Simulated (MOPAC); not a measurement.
MOPAC input (PM3):

```
PM3 PRECISE GNORM=0.05 LET XYZ CHARGE=-1 GEO-OK AUX(PRECISION=9) THREADS=1
C2H8BN2

C    -1.63266700 1   -1.10247900 1   -0.09396400 1
C    -0.70820500 1   -0.27288100 1    0.81134600 1
B     0.50269300 1    0.47497700 1    0.01319800 1
N     0.71080700 1    1.82819100 1   -0.10414400 1
N     1.41307000 1   -0.49447600 1   -0.67607200 1
H    -2.10404500 1   -0.46232800 1   -0.84644800 1
H    -1.06263800 1   -1.85863200 1   -0.64037000 1
H    -2.43614500 1   -1.61681000 1    0.45265900 1
H    -1.30676800 1    0.47098000 1    1.35104000 1
H    -0.29403200 1   -0.94136800 1    1.58460900 1
H    -0.02348000 1    2.36636100 1    0.35442200 1
H     1.61564500 1   -1.35633400 1   -0.18628300 1
H     2.27608500 1   -0.06059900 1   -0.97840000 1
```

Output:

```
 *******************************************************************************
 **                                                                           **
 **                              MOPAC v23.2.5                                **
 **                                                                           **
 *******************************************************************************
 ** MOPAC's Digital Object Identifier: https://doi.org/10.5281/zenodo.6511958 **
 **                                                                           **
 ** Please cite the open-source release paper for use of this MOPAC version:  **
 ** J. E. Moussa and J. J. P. Stewart (2026)                                  **
 ** MOPAC: An open-source semiempirical molecular orbital program             **
 ** J. Open Source Softw., 11(119), 8025, https://doi.org/10.21105/joss.08025 **
 *******************************************************************************

                              PM3 CALCULATION RESULTS

 *******************************************************************************
 *  PM3        - The PM3 Hamiltonian to be used
 *  GEO-OK     - OVERRIDE INTERATOMIC DISTANCE AND OTHER SAFETY CHECKS
 *
 *
 *
 *                 CHARGE ON SYSTEM = -1
 *
 *
 *
 *  LET        - OVERRIDE SOME SAFETY CHECKS
 *  PRECISE    - TIGHTER CRITERIA TO BE USED
 *  XYZ        - CARTESIAN COORDINATE SYSTEM TO BE USED
 *  GNORM      - EXIT WHEN GRADIENT NORM DROPS BELOW 0.050
 *  AUX        - OUTPUT AUXILIARY INFORMATION
 *******************************************************************************
PM3 PRECISE GNORM=0.05 LET XYZ CHARGE=-1 GEO-OK AUX(PRECISION=9) THREADS=1
 C2H8BN2

   ATOM   CHEMICAL          X               Y               Z
  NUMBER   SYMBOL      (ANGSTROMS)     (ANGSTROMS)     (ANGSTROMS)

     1       C         -1.63266700  *  -1.10247900  *  -0.09396400  *
     2       C         -0.70820500  *  -0.27288100  *   0.81134600  *
     3       B          0.50269300  *   0.47497700  *   0.01319800  *
     4       N          0.71080700  *   1.82819100  *  -0.10414400  *
     5       N          1.41307000  *  -0.49447600  *  -0.67607200  *
     6       H         -2.10404500  *  -0.46232800  *  -0.84644800  *
     7       H         -1.06263800  *  -1.85863200  *  -0.64037000  *
     8       H         -2.43614500  *  -1.61681000  *   0.45265900  *
     9       H         -1.30676800  *   0.47098000  *   1.35104000  *
    10       H         -0.29403200  *  -0.94136800  *   1.58460900  *
    11       H         -0.02348000  *   2.36636100  *   0.35442200  *
    12       H          1.61564500  *  -1.35633400  *  -0.18628300  *
    13       H          2.27608500  *  -0.06059900  *  -0.97840000  *

          CARTESIAN COORDINATES

    NO.       ATOM           X           Y           Z

     1         C         -1.6327     -1.1025     -0.0940
     2         C         -0.7082     -0.2729      0.8113
     3         B          0.5027      0.4750      0.0132
     4         N          0.7108      1.8282     -0.1041
     5         N          1.4131     -0.4945     -0.6761
     6         H         -2.1040     -0.4623     -0.8464
     7         H         -1.0626     -1.8586     -0.6404
     8         H         -2.4361     -1.6168      0.4527
     9         H         -1.3068      0.4710      1.3510
    10         H         -0.2940     -0.9414      1.5846
    11         H         -0.0235      2.3664      0.3544
    12         H          1.6156     -1.3563     -0.1863
    13         H          2.2761     -0.0606     -0.9784

  H: (PM3): J. J. P. STEWART, J. COMP. CHEM. 10, 209 (1989).
  B: (PM3): J. J. P. STEWART, J. MOL. MOD., 10, 155-164 (2004)
  C: (PM3): J. J. P. STEWART, J. COMP. CHEM. 10, 209 (1989).
  N: (PM3): J. J. P. STEWART, J. COMP. CHEM. 10, 209 (1989).

           Empirical Formula: C2 H8 N2 B  =    13 atoms

      MOLECULAR POINT GROUP   :   C1

      RHF CALCULATION, NO. OF DOUBLY OCCUPIED LEVELS = 15

          Geometry optimization using EF

          DIAGONAL MATRIX USED AS START HESSIAN

 CYCLE:     1  GRAD.:    69.878 HEAT: -47.31490
 CYCLE:     2  GRAD.:   295.261 HEAT: -29.78717
 CYCLE:     3  GRAD.:   134.383 HEAT: -44.05365
 CYCLE:     4  GRAD.:   202.207 HEAT: -36.73354
 CYCLE:     5  GRAD.:   171.408 HEAT: -39.23465
 CYCLE:     6  GRAD.:   136.679 HEAT: -43.88906
 CYCLE:     7  GRAD.:   204.274 HEAT: -35.23804
 CYCLE:     8  GRAD.:   146.283 HEAT: -42.16025
 CYCLE:     9  GRAD.:   173.047 HEAT: -40.82055
 CYCLE:    10  GRAD.:   186.118 HEAT: -37.86054
 CYCLE:    11  GRAD.:   128.322 HEAT: -43.39474
 CYCLE:    12  GRAD.:   154.272 HEAT: -41.78124
 CYCLE:    13  GRAD.:   153.544 HEAT: -39.91225
 CYCLE:    14  GRAD.:   142.000 HEAT: -41.55901
 CYCLE:    15  GRAD.:   176.422 HEAT: -39.77530
 CYCLE:    16  GRAD.:   193.981 HEAT: -39.46995
 CYCLE:    17  GRAD.:   143.618 HEAT: -41.80967
 CYCLE:    18  GRAD.:   109.353 HEAT: -44.39378
 CYCLE:    19  GRAD.:   217.894 HEAT: -35.47986
 CYCLE:    20  GRAD.:   141.300 HEAT: -42.58444
 CYCLE:    21  GRAD.:   159.544 HEAT: -42.28609
 CYCLE:    22  GRAD.:   141.575 HEAT: -42.70581
 CYCLE:    23  GRAD.:   176.140 HEAT: -40.26796
 CYCLE:    24  GRAD.:    30.541 HEAT: -49.60506
 CYCLE:    25  GRAD.:    15.345 HEAT: -49.74393
 CYCLE:    26  GRAD.:     8.239 HEAT: -49.88854
 CYCLE:    27  GRAD.:     3.446 HEAT: -49.91456
 CYCLE:    28  GRAD.:     0.682 HEAT: -49.91935
 CYCLE:    29  GRAD.:     0.883 HEAT: -49.92118
 CYCLE:    30  GRAD.:     2.418 HEAT: -49.92896
 CYCLE:    31  GRAD.:     3.473 HEAT: -49.94219
 CYCLE:    32  GRAD.:     4.246 HEAT: -49.96157
 CYCLE:    33  GRAD.:     1.857 HEAT: -49.97714
 CYCLE:    34  GRAD.:     2.079 HEAT: -49.99365
 CYCLE:    35  GRAD.:     2.227 HEAT: -50.00105
 CYCLE:    36  GRAD.:     1.944 HEAT: -50.00690
 CYCLE:    37  GRAD.:     1.210 HEAT: -50.01315
 CYCLE:    38  GRAD.:     2.129 HEAT: -50.02060
 CYCLE:    39  GRAD.:     2.538 HEAT: -50.03020
 CYCLE:    40  GRAD.:     1.538 HEAT: -50.04247
 CYCLE:    41  GRAD.:     1.104 HEAT: -50.04793
 CYCLE:    42  GRAD.:     1.904 HEAT: -50.05535
 CYCLE:    43  GRAD.:     1.834 HEAT: -50.05985
 CYCLE:    44  GRAD.:     1.493 HEAT: -50.06833
 CYCLE:    45  GRAD.:     1.455 HEAT: -50.07803
 CYCLE:    46  GRAD.:     1.971 HEAT: -50.08837
 CYCLE:    47  GRAD.:     2.033 HEAT: -50.10236
 CYCLE:    48  GRAD.:     2.339 HEAT: -50.11284
 CYCLE:    49  GRAD.:     2.561 HEAT: -50.12865
 CYCLE:    50  GRAD.:     2.435 HEAT: -50.13783
 CYCLE:    51  GRAD.:     1.229 HEAT: -50.14662
 CYCLE:    52  GRAD.:     1.293 HEAT: -50.14892
 CYCLE:    53  GRAD.:     0.965 HEAT: -50.15097
 CYCLE:    54  GRAD.:     0.926 HEAT: -50.15309
 CYCLE:    55  GRAD.:     0.890 HEAT: -50.15453
 CYCLE:    56  GRAD.:     1.029 HEAT: -50.15669
 CYCLE:    57  GRAD.:     0.770 HEAT: -50.15829
 CYCLE:    58  GRAD.:     0.608 HEAT: -50.16013
 CYCLE:    59  GRAD.:     0.643 HEAT: -50.16161
 CYCLE:    60  GRAD.:     0.885 HEAT: -50.16318
 CYCLE:    61  GRAD.:     0.869 HEAT: -50.16514
 CYCLE:    62  GRAD.:     0.604 HEAT: -50.16643
 CYCLE:    63  GRAD.:     0.327 HEAT: -50.16689
 CYCLE:    64  GRAD.:     0.381 HEAT: -50.16697
 CYCLE:    65  GRAD.:     0.138 HEAT: -50.16705
 CYCLE:    66  GRAD.:     0.177 HEAT: -50.16708
 CYCLE:    67  GRAD.:     0.125 HEAT: -50.16709
 CYCLE:    68  GRAD.:     0.322 HEAT: -50.16705
 CYCLE:    69  GRAD.:     0.052 HEAT: -50.16711
 CYCLE:    70  GRAD.:     0.033 HEAT: -50.16711

     GRADIENT =  0.03332 IS LESS THAN CUTOFF =  0.05000

 -------------------------------------------------------------------------------
 PM3 PRECISE GNORM=0.05 LET XYZ CHARGE=-1 GEO-OK AUX(PRECISION=9) THREADS=1
 C2H8BN2

     GEOMETRY OPTIMISED USING EIGENVECTOR FOLLOWING (EF).
     SCF FIELD WAS ACHIEVED

                              PM3 CALCULATION
                                                       MOPAC v23.2.5 Linux

          FINAL HEAT OF FORMATION =        -50.16711 KCAL/MOL =    -209.89919 KJ/MOL

          COSMO AREA              =        121.90 SQUARE ANGSTROMS
          COSMO VOLUME            =        108.69 CUBIC ANGSTROMS

          GRADIENT NORM           =          0.03332          =       0.00924 PER ATOM
          IONIZATION POTENTIAL    =          2.778894 EV
          HOMO LUMO ENERGIES (EV) =         -2.779  8.122
          NO. OF FILLED LEVELS    =         15
          MOLECULAR WEIGHT        =         70.9086         POINT GROUP:  C1

          MOLECULAR DIMENSIONS (Angstroms)

            Atom       Atom       Distance
            H    13    H     8     5.29997
            H    11    H    12     3.90394
            H     7    H     9     2.76215

          SCF CALCULATIONS        =         71

   ATOM   CHEMICAL          X               Y               Z
  NUMBER   SYMBOL      (ANGSTROMS)     (ANGSTROMS)     (ANGSTROMS)

     1       C         -1.72542918  *  -0.89183117  *  -0.08732868  *
     2       C         -0.62358051  *  -0.41544040  *   0.82643782  *
     3       B          0.47497815  *   0.38925338  *   0.00877065  *
     4       N          0.51153785  *   1.72375178  *  -0.28170188  *
     5       N          1.61804413  *  -0.50578492  *  -0.55239631  *
     6       H         -2.20981254  *  -0.05547969  *  -0.61011817  *
     7       H         -1.34668540  *  -1.57634531  *  -0.85837459  *
     8       H         -2.51979462  *  -1.43018407  *   0.45405852  *
     9       H         -1.05574736  *   0.22634080  *   1.61951330  *
    10       H         -0.19711851  *  -1.28161579  *   1.36929907  *
    11       H         -0.27081001  *   2.25352019  *   0.01955556  *
    12       H          1.96809596  *  -1.13274053  *   0.14560094  *
    13       H          2.39408374  *   0.01496033  *  -0.90794507  *

                             CARTESIAN COORDINATES

   1    C       -1.725429184    -0.891831168    -0.087328678
   2    C       -0.623580511    -0.415440399     0.826437818
   3    B        0.474978149     0.389253381     0.008770650
   4    N        0.511537854     1.723751781    -0.281701878
   5    N        1.618044127    -0.505784917    -0.552396307
   6    H       -2.209812536    -0.055479693    -0.610118171
   7    H       -1.346685405    -1.576345311    -0.858374585
   8    H       -2.519794620    -1.430184070     0.454058523
   9    H       -1.055747361     0.226340805     1.619513295
  10    H       -0.197118505    -1.281615789     1.369299065
  11    H       -0.270810009     2.253520192     0.019555559
  12    H        1.968095959    -1.132740534     0.145600944
  13    H        2.394083739     0.014960335    -0.907945070

           Empirical Formula: C2 H8 N2 B  =    13 atoms

      MOLECULAR POINT GROUP   :   C1

                  EIGENVALUES
 -29.94335 -23.24361 -20.54150 -17.89365 -11.14556 -10.46678 -10.15227  -9.48187
  -8.50547  -7.44377  -7.02772  -6.35806  -4.93951  -3.05354  -2.77889   8.12182
   8.64465   8.65628   8.78647   9.11698   9.41447   9.73379   9.99432  10.15906
  11.13174  11.48121  11.96496  13.40349

              NET ATOMIC CHARGES AND DIPOLE CONTRIBUTIONS

  ATOM NO.   TYPE          CHARGE      No. of ELECS.   s-Pop       p-Pop
    1          C          -0.052344        4.0523     1.13120     2.92115
    2          C          -0.180376        4.1804     1.14806     3.03231
    3          B          -0.307084        3.3071     0.97300     2.33409
    4          N          -0.401032        5.4010     1.58591     3.81512
    5          N          -0.079884        5.0799     1.41726     3.66262
    6          H           0.017486        0.9825     0.98251
    7          H           0.022134        0.9779     0.97787
    8          H          -0.028690        1.0287     1.02869
    9          H           0.016092        0.9839     0.98391
   10          H           0.014556        0.9854     0.98544
   11          H           0.016933        0.9831     0.98307
   12          H          -0.027013        1.0270     1.02701
   13          H          -0.010778        1.0108     1.01078
 DIPOLE           X         Y         Z       TOTAL
 POINT-CHG.    -1.575    -2.661    -0.006     3.092
 HYBRID        -0.699    -0.265     1.653     1.814
 SUM           -2.274    -2.926     1.647     4.055

          ATOMIC ORBITAL ELECTRON POPULATIONS

     Atom    s        px        py        pz
    1  C   1.13120   0.96041   0.97763   0.98311
    2  C   1.14806   1.03265   1.00827   0.99140
    3  B   0.97300   0.78081   0.79067   0.76261
    4  N   1.58591   1.26801   1.17861   1.36850
    5  N   1.41726   1.09595   1.22568   1.34099
    6  H   0.98251
    7  H   0.97787
    8  H   1.02869
    9  H   0.98391
   10  H   0.98544
   11  H   0.98307
   12  H   1.02701
   13  H   1.01078

 **********************
 *                    *
 * JOB ENDED NORMALLY *
 *                    *
 **********************

 == MOPAC DONE ==
```

The dipole moment of an ion depends on the origin.

The geometry given is a B3LYP-D3(BJ)/def2-TZVP minimum.
